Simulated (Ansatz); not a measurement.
Cost and result for the atomization energy of `C=C(Cl)O[SiH3]` (10 atoms, 9 bonds).

```xyz
10

C    -2.086    0.403    0.270
C    -0.868    0.165   -0.193
Cl   -0.556    0.089   -1.907
O     0.199   -0.032    0.578
Si    1.780   -0.340    0.140
H    -2.913    0.555   -0.405
H    -2.245    0.443    1.339
H     2.467   -0.460    1.444
H     2.341    0.783   -0.645
H     1.882   -1.607   -0.621
```

Total charge 0; spin multiplicity 1. The structure was optimised at the PBE0-D4/def2-TZVP level. It is one conformer, not always the lowest. Program: Ansatz. All runs use 4 threads of an Arm Neoverse V2 on a shared host. Times are those of one run each, without the atoms' runs, and a repeat can differ threefold. Electronic energies, without spin–orbit coupling; frozen cores. CCSD(T)/CBS adds CCSD(T) − MP2 in def2-TZVPP to the MP2 limit, and its time is that of the two runs behind it. T1 = 0.012. B3LYP takes the VWN-RPA correlation (the form of Gaussian; ORCA's B3LYP/G).

CCSD(T)/CBS is a level of theory with its own doubt, some kJ/mol a heavy atom from the limit and from the frozen cores, so smaller differences don't rank the functionals.

| level | functions | wall time | atomization (kcal/mol) | difference from CCSD(T)/CBS | per bond |
| --- | --- | --- | --- | --- | --- |
| PBE-D4/def2-TZVPP (with forces) | 247 | 2.2 s | 896.2 | 18.7 | 2.1 |
| PBE0-D4/def2-TZVPP | 247 | 2.8 s | 878.2 | 0.7 | 0.1 |
| B3LYP-D4/def2-TZVPP (with forces) | 247 | 4.2 s | 876.1 | -1.4 | -0.2 |
| r2SCAN-D4/def2-TZVPP (with forces) | 247 | 4.5 s | 881.6 | 4.1 | 0.5 |
| B2PLYP/def2-TZVPP | 247 | 4.6 s | 866.9 | -10.6 | -1.2 |
| ωB97X-V/def2-TZVPP | 247 | 7 s | 880.1 | 2.6 | 0.3 |
| ωB97M-V/def2-TZVPP (with forces) | 247 | 10 s | 880.7 | 3.2 | 0.3 |
| MP2/def2-QZVPP | 461 | 17 s | 885.9 | 8.4 | 0.9 |
| CCSD(T)/def2-TZVPP | 247 | 110 s | 853.1 | -24.4 | -2.7 |
| CCSD(T)/CBS(def2) | – | 2.2 min | 877.5 | 0.0 | 0.0 |

In def2-TZVPP, CCSD(T) changes the Hartree–Fock value by +221.0 kcal/mol (the triples alone add +15.2 kcal/mol) and MP2 by +239.2 kcal/mol; breaking electron pairs costs correlation energy, which Hartree–Fock lacks. From PBE to PBE0 (25 % exact exchange), in def2-TZVPP and without D4, the atomization energy moves by −17.1 kcal/mol: exact exchange takes away binding that semilocal exchange gives to molecules. The D4 term adds +9.0 kcal/mol with B3LYP and +4.7 kcal/mol with PBE0; it sums over pairs of atoms, weighted by their polarisabilities, and B3LYP, whose exchange is more repulsive, gets the larger term.
